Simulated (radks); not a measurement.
Initial-state core-level shifts of the chlorine ion Cl2+ when its valence configuration changes from [Ne] 3s2 3p3. Calculated with a radial shooting solver on a logarithmic mesh with Libxc functionals: Dirac Kohn-Sham, PBE, spin-unpolarised, spherical densities, finite nucleus; open shells are shared between the two j in proportion to 2j + 1; Fermi nuclear charge, rms radius 3.3654 fm. Shifts are changes of the shell-averaged eigenvalues in eV (positive: less bound); the change of the density at the nucleus, which sets a Mossbauer isomer shift, is in e/bohr^3, on a base of 3598.

| valence | 1s | 2s | 2p | density at nucleus |
|---|---|---|---|---|
| 3s1 3p4 | -1.205 | -1.219 | -1.196 | -14.9552 |
| 3s1.5 3p3.5 | -0.609 | -0.615 | -0.603 | -7.4397 |
| 3p5 | -2.364 | -2.400 | -2.353 | -30.2045 |
| 3s0.5 3p4.5 | -1.790 | -1.814 | -1.779 | -22.5442 |
